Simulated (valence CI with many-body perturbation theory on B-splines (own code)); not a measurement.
Se²⁺: calculated level list

Level of theory: configuration interaction combined with many-body perturbation theory (CI+MBPT): four valence electrons over a frozen Dirac-Fock core [Ar] 3d10, radial functions for each j: 11 s, 11 p, 10 d, 8 f, 5 g, 2 h, with the one-electron correlation potential Σ1, the two-electron term Σ2, the three-electron term Σ3, Breit, model QED; selected CI, second order for the rest, scaled by the run's own slope (own B-spline code, finite nucleus).

Against 29 measured levels this calculation errs by 224 cm⁻¹ on average and by 760 at most. These come from a selection out of Moore, Atomic Energy Levels, vol. II, NSRDS-NBS 35 (1971 reprint of NBS Circular 467, 1952), an old analysis. Levels without a partner in it may be off by more. Among the levels kept, up to 2000 cm⁻¹ of a level comes from second order outside the variational space, and about a tenth of that is noise between levels of different J, which matters for small intervals.

Levels 181 to 203 of 203, with energies above the lowest level, 4s²4p² ³P_0. "Leading %" is the weight of the configuration and term that name the level; weights of strongly mixed levels are sums over their largest components and can fall short. In the jj column 3d3/2^4 stands for four electrons in 3d with j = 3/2.

| No. | Configuration | Term | J | E (cm⁻¹) | Leading % | g | Leading jj |
| --- | --- | --- | --- | --- | --- | --- | --- |
| 181 | 4s4p²5s | ³D | 2 | 228951 | 31 | 1.178 | 4s^2 4p1/2 8p3/2 (37 %) |
| 182 | 4s4p²4d | ¹G | 4 | 228957 | 28 | 1.033 | 4s^2 4p3/2 6f5/2 (33 %) |
| 183 | 4s²4p8p | ¹P | 1 | 229129 | 21 | 1.361 | 4s^2 4p1/2 8p3/2 (29 %) |
| 184 | 4s4p²5p | ⁵D° | 0 | 229178 | 94 |  | 4s 4p1/2^2 5p1/2 (44 %) |
| 185 | 4s4p²5s | ³D | 3 | 229357 | 64 | 1.319 | 4s 4p1/2 4p3/2 5s (37 %) |
| 186 | 4s²4p8p | ³P | 1 | 229367 | 28 | 1.408 | 4s^2 4p1/2 8p3/2 (59 %) |
| 187 | 4s4p²5p | ⁵D° | 1 | 229415 | 67 | 1.665 | 4s 4p1/2^2 5p1/2 (38 %) |
| 188 | 4s²4p8p | ³P | 0 | 229560 | 71 |  | 4s^2 4p1/2 8p1/2 (92 %) |
| 189 | 4s4p²5s | ³D | 2 | 229638 | 29 | 1.158 | 4s^2 4p1/2 8p3/2 (53 %) |
| 190 | 4s²4p6f | ¹F | 3 | 229726 | 39 | 0.984 | 4s^2 4p3/2 6f5/2 (56 %) |
| 191 | 4s4p²5s | ³D | 1 | 229762 | 35 | 0.713 | 4s^2 4p1/2 8p1/2 (26 %) |
| 192 | 4s²4p6f | ³F | 4 | 229773 | 50 | 1.148 | 4s^2 4p3/2 6f7/2 (39 %) |
| 193 | 4s4p²5p | ³S° | 1 | 230206 | 63 | 1.865 | 4s 4p1/2 4p3/2 5p1/2 (51 %) |
| 194 | 4s²4p8s | ³P° | 2 | 230336 | 92 | 1.498 | 4s^2 4p3/2 8s (92 %) |
| 195 | 4s²4p8s | ¹P° | 1 | 230460 | 63 | 1.152 | 4s^2 4p3/2 8s (92 %) |
| 196 | 4s4p²5p | ⁵D° | 2 | 230466 | 83 | 1.500 | 4s 4p1/2 4p3/2 5p1/2 (34 %) |
| 197 | 4s4p²4d | ³P | 0 | 230502 | 46 |  | 4p3/2^4 (30 %) |
| 198 | 4s²4p6f | ³D | 3 | 230619 | 46 | 1.199 | 4s^2 4p3/2 6f7/2 (66 %) |
| 199 | 4s²4p6f | ³D | 2 | 230752 | 30 | 0.885 | 4s^2 4p3/2 6f5/2 (72 %) |
| 200 | 4s²4p7d | ¹D° | 2 | 230780 | 49 | 0.995 | 4s^2 4p3/2 7d3/2 (62 %) |
| 201 | 4s²4p7d | ³F° | 4 | 230799 | 93 | 1.250 | 4s^2 4p3/2 7d5/2 (93 %) |
| 202 | 4s²4p7d | ³D° | 3 | 230865 | 59 | 1.246 | 4s^2 4p3/2 7d5/2 (49 %) |
| 203 | 4s²4p6f | ¹G | 4 | 230956 | 38 | 1.112 | 4s^2 4p3/2 6f7/2 (41 %) |

Names give the largest LS component (configuration and term), which can be under half, so a name can repeat, a term be missing and a line seem to break the LS rules; names also repeat where a configuration has a term twice.

Where two levels of one J and parity lie close, their mixing, g and order are uncertain.
